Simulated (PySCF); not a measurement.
**Two-dimensional NMR puzzle**

Compound of formula C$_{5}$H$_{8}$NP$_{3}$. Correlations simulated from computed shifts and the bond graph:

HSQC (one-bond C–H):
```
   δH     δC
10.76  188.6
 3.52   46.6
```

HMBC (two and three bonds, from the bond graph):
```
   δH            δC
10.76  202.7, 188.6
 3.52   202.7, 46.6
```

Carbons without hydrogens: δ 202.7.

Fast rotation and ring inversion assumed for equivalent nuclei, one conformer, gas phase, non-relativistic Hamiltonian. Geometry from GFN2-xTB; σ from GIAO-PBE0/pcSseg-1; PySCF.

δ = σ(ref) − σ, references computed at the same level: ¹H (σref 31.72) and ¹³C (σref 186.93) against TMS.

Exchangeable hydrogens are left out of these lists.

**Question.** Work out the connectivity.

**Answer.** `InChI=1S/C5H8NP3/c1-6(2)5-8-3-7-4-9-5/h3-4H,1-2H3`.

Atoms are numbered as in `[CH3:1][N:2]([CH3:3])[c:4]1[p:5][cH:6][p:7][cH:8][p:9]1`; H(Xn) means a hydrogen on atom n.

- δC 202.7 is C4, an aromatic carbon bearing nitrogen.
- δC 188.6 is C6/C8, an aromatic CH (δH 10.76).
- δC 46.6 is C1/C3, a methyl carbon bonded to N (δH 3.52).
- HMBC from δH 10.76 reaches the proton-free carbon C4.
- HMBC from δH 3.52 reaches the proton-free carbon C4.

The shifts were computed for this structure.

Shifts are as computed. Against solution values, carbons near 30 ppm lie about +3 ppm off and those near 130 ppm about +5 ppm. Of 1211 compounds with measured shifts, 218 miss one by over three times the rms of a fit or turn the order of signals round; such compounds aren't used in these exercises.
